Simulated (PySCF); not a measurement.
Two species compared at the same levels of theory.

First species: C6H6F2O.
Structure used (GFN2-xTB), in Å, numbered top down from 1:
```xyz
15
C6H6F2O angstrom
F      2.915   -0.919   -0.121
C      2.310    0.302   -0.058
C      0.811    0.174   -0.034
C      0.148   -0.979   -0.050
C     -1.344   -1.036    0.019
F     -1.724   -1.642    1.233
C     -1.916    0.345   -0.033
C     -1.137    1.420   -0.018
O      0.219    1.403   -0.026
H      2.633    0.875   -0.936
H      2.665    0.799    0.852
H      0.687   -1.911   -0.054
H     -1.772   -1.699   -0.747
H     -2.987    0.445   -0.023
H     -1.513    2.432   -0.025
```

Second species: C3H5PSSi.
InChI=1S/C3H5PSSi/c6-3-4-1-2-5-3/h1-2H,6H3

Levels: PBE0/def2-SVPD for dipole moment, HOMO energy, LUMO energy, HOMO–LUMO gap, static isotropic polarisability and electronic spatial extent ⟨r²⟩ about the centre of nuclear charge; TDDFT PBE0/def2-SVPD for lowest singlet excitation; TDA PBE0/def2-SVPD for lowest triplet excitation (Tamm–Dancoff); GFN2-xTB for rotational constant A and rotational constant C. Geometries: GFN2-xTB. All species are isolated and taken at one optimised geometry, non-relativistic unless stated; the electronic structure was computed with PySCF and density fitting.

The conformers computed, where there is a choice (atom-mapped SMILES and torsion angles):
- `[F:1][CH2:2][C:3]1=[CH:4][C@@H:5]([F:6])[CH:7]=[CH:8][O:9]1`: F1–C2–C3–C4 1°

Values for the first species:

| Property | Result |
| --- | --- |
| Dipole moment | 2.71 D |
| HOMO energy | -7.26 eV |
| LUMO energy | -0.29 eV |
| HOMO–LUMO gap | 6.97 eV |
| Lowest singlet excitation | 5.93 eV |
| Lowest triplet excitation (Tamm–Dancoff) | 4.30 eV |
| Static isotropic polarisability | 73.0 au |
| Electronic spatial extent ⟨r²⟩ about the centre of nuclear charge | 1222 bohr² |
| Rotational constant A | 2.768 GHz |
| Rotational constant C | 0.881 GHz |

Task: Estimate the same properties for the second species, and the change in each.

Result: 
```json
{"property": "dipole moment", "first": "2.71 D", "second": "1.33 D", "second less first": "-1.38 D"}
{"property": "HOMO energy", "first": "-7.26 eV", "second": "-7.06 eV", "second less first": "+0.20 eV"}
{"property": "LUMO energy", "first": "-0.29 eV", "second": "-1.66 eV", "second less first": "-1.37 eV"}
{"property": "HOMO–LUMO gap", "first": "6.97 eV", "second": "5.40 eV", "second less first": "-1.57 eV"}
{"property": "lowest singlet excitation", "first": "5.93 eV", "second": "4.86 eV", "second less first": "-1.07 eV"}
{"property": "lowest triplet excitation (Tamm–Dancoff)", "first": "4.30 eV", "second": "3.04 eV", "second less first": "-1.26 eV"}
{"property": "static isotropic polarisability", "first": "73.0 au", "second": "102.9 au", "second less first": "+29.9 au"}
{"property": "electronic spatial extent ⟨r²⟩ about the centre of nuclear charge", "first": "1222 bohr²", "second": "1032 bohr²", "second less first": "-190 bohr²"}
{"property": "rotational constant A", "first": "2.768 GHz", "second": "3.264 GHz", "second less first": "+0.496 GHz"}
{"property": "rotational constant C", "first": "0.881 GHz", "second": "1.106 GHz", "second less first": "+0.225 GHz"}
```

On the first: No computed singlet falls in the visible range (750 to 380 nm, 1.65 to 3.26 eV); S1 lies 2.67 eV above its blue end. In wavenumbers S1 is 47800 cm⁻¹ (1 eV = 8065.54 cm⁻¹).

On the second: The principal polarisabilities are 70.2, 112.5 and 126.1 au; their mean is the isotropic value. The polarisability is 15.25 Å³ as a volume (1 au = 0.148185 Å³), or 1.51 au for each of the 68 electrons.
